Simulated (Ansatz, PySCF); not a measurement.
The pair A = C2H6 (SMILES CC) (first 8 atoms), B = H2Se (SMILES [SeH2]); geometry from B3LYP-D3(BJ)/def2-TZVP.
(charge 0, multiplicity 1):
```xyz
11

C      0.4827    -0.4523     0.0190
C     -0.4743     0.7128    -0.2151
H      1.3426    -0.1438     0.6175
H      0.8650    -0.8492    -0.9235
H     -0.0128    -1.2724     0.5430
H     -0.8554     1.1088     0.7279
H     -1.3333     0.4054    -0.8147
H      0.0202     1.5320    -0.7406
Se    -0.0116    -0.1591     3.6375
H      0.0735    -0.3373     5.0951
H      0.9770    -1.2232     3.4130
```

Cores are frozen in the correlated methods. Filled d and f shells under p-block atoms count as core. Rows in 6-31G* carry no dispersion term and start afresh at each structure (6-31G* with six Cartesian d functions); the Pople sets are all-electron and without relativity. MP2/6-31G* freezes PySCF's default core, which leaves 3d correlated.

Codes used: Ansatz (a program for electronic structure); PySCF for 6-31G* rows. 

Total energies (hartree), monomers frozen at their geometry in the pair:

```json
[
 {"structure": "AB", "B3LYP/def2-TZVPPD": "-2482.6565687", "MP2/6-31G*": "-2480.4556912", "CCSD(T)/aug-cc-pVDZ": "-2480.7376301"},
 {"structure": "A in the pair's basis", "B3LYP/def2-TZVPPD": "-79.8663527", "MP2/6-31G*": "-79.4951188", "CCSD(T)/aug-cc-pVDZ": "-79.5975544"},
 {"structure": "B in the pair's basis", "B3LYP/def2-TZVPPD": "-2402.7910870", "MP2/6-31G*": "-2400.9603491", "CCSD(T)/aug-cc-pVDZ": "-2401.1386335"},
 {"structure": "A", "B3LYP/def2-TZVPPD": "-79.8663324", "MP2/6-31G*": "-79.4947273", "CCSD(T)/aug-cc-pVDZ": "-79.5971423"},
 {"structure": "B", "B3LYP/def2-TZVPPD": "-2402.7910058", "MP2/6-31G*": "-2400.9598167", "CCSD(T)/aug-cc-pVDZ": "-2401.1374774"}
]
```

**Question.** Work out the interaction energy without and with the counterpoise correction, and the superposition error, for each level.

**Answer.** 
E(AB) − E(A) − E(B), times 627.509 kcal/mol, with the monomers in their own basis and then in the pair's basis:
- B3LYP/def2-TZVPPD: 0.48 uncorrected, 0.55 corrected; the monomers gain 0.06 kcal/mol from borrowed functions
- MP2/6-31G*: -0.72 uncorrected, -0.14 corrected; the monomers gain 0.58 kcal/mol from borrowed functions
- CCSD(T)/aug-cc-pVDZ: -1.89 uncorrected, -0.90 corrected; the monomers gain 0.98 kcal/mol from borrowed functions
